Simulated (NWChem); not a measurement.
System: CH$_{4}$OSTe; SMILES O(C)[Te]S

The following NWChem deck was run.

```
start job
memory heap 200 mb stack 900 mb global 1100 mb
geometry units angstroms noautosym nocenter noautoz
  Te    -0.639051     0.003950     0.046198
  O      0.464938    -1.559456     0.613244
  C      1.353793    -2.105883    -0.326868
  H      2.161016    -1.400239    -0.596379
  H      1.815850    -2.988847     0.144410
  H      0.851352    -2.429274    -1.257471
  S      1.026764     1.720978    -0.082419
  H      1.031829     2.074672     1.224687
end
basis spherical
  * library def2-svpd
end
ecp
  Te library def2-ecp
end
dft
  xc b3lyp
  iterations 150
end
property
  response 1 0.0
end
task dft property
```

The geometry was optimised at PBE0/def2-SVP. Not confirmed as a minimum by frequencies. def2 effective core potentials on Te; no spin-orbit coupling.

Static field.

Question: What results follow from this input? (B3LYP/def2-SVPD with def2 effective core potentials on Te.) Quantities: isotropic polarisability (bohr³); anisotropy (bohr³).

Answer: 
| Item | Result |
|---|---|
| isotropic polarisability (bohr³) | 83.1 |
| anisotropy (bohr³) | 30.4 |
